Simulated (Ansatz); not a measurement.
A nudged elastic band was laid between two geometries of FH$_{2}$SeSi (5 atoms, charge 0, multiplicity 2).

Method: Ansatz, UKS PBE/def2-SVP.

```json
{
 "movable images": "7",
 "climbing image": "yes",
 "spring": "5.0 eV/Å²",
 "optimiser": "quadratic models (default)",
 "start path": "IDPP",
 "force threshold": "0.05 eV/Å",
 "iteration limit": "60",
 "end points": "relaxed"
}
```

Image 0:

```xyz
5
Properties=species:S:1:pos:R:3
F -0.579 -1.484 1.327
Si -0.695 -0.211 0.290
Se 1.412 0.735 0.242
H -1.046 -0.783 -1.077
H 0.958 1.670 -0.823
```

Image 8:

```xyz
5
Properties=species:S:1:pos:R:3
F -0.274 -1.701 1.157
Si 0.092 -0.784 -0.159
Se 0.629 1.299 0.678
H -1.169 -0.703 -1.008
H 0.772 1.815 -0.709
```

What changes between the two ends?

No bond is made or broken. The height of Si2 over the plane of its neighbours goes from -0.64 to 0.64 Å. The two ends are copies of one structure, up to a mirror image or an exchange of like atoms.

What energy profile does the band end with?

The forces met the threshold. The highest image is number 4 of 0 to 8, 0.60 eV above the ends, which have the same energy within 2 meV. A vibrational analysis at the climbing image gives one clearly imaginary mode, 733i cm⁻¹: a first-order saddle point.

| image | path coordinate (Å) | energy (eV) | height of Si2 over the plane of its neighbours (Å) |
| --- | --- | --- | --- |
| 0 | 0.00 | 0.00 | -0.64 |
| 1 | 0.68 | 0.02 | -0.62 |
| 2 | 1.36 | 0.04 | -0.58 |
| 3 | 2.05 | 0.05 | -0.57 |
| 4 | 2.73 | 0.60 | 0.04 |
| 5 | 3.14 | 0.06 | 0.49 |
| 6 | 3.54 | 0.02 | 0.62 |
| 7 | 3.95 | 0.01 | 0.64 |
| 8 | 4.36 | 0.00 | 0.64 |

What is the geometry of the highest image?


```xyz
5
Properties=species:S:1:pos:R:3:forces:R:3
F -0.008 -1.742 0.962 0.00 0.01 0.00
Si -0.474 -0.453 0.051 0.00 -0.01 0.00
Se 0.478 1.532 0.356 0.00 0.01 0.00
H -1.606 -0.789 -0.848 0.00 0.00 0.00
H 1.660 1.379 -0.563 0.00 0.00 0.00
```

What are the harmonic wavenumbers there?

733i, 197, 249, 405, 675, 753, 863, 2160, 2257 cm⁻¹.

The run took 7.1 min on 1 thread of Arm Neoverse V2 (shared host), peak memory 0.14 GiB.
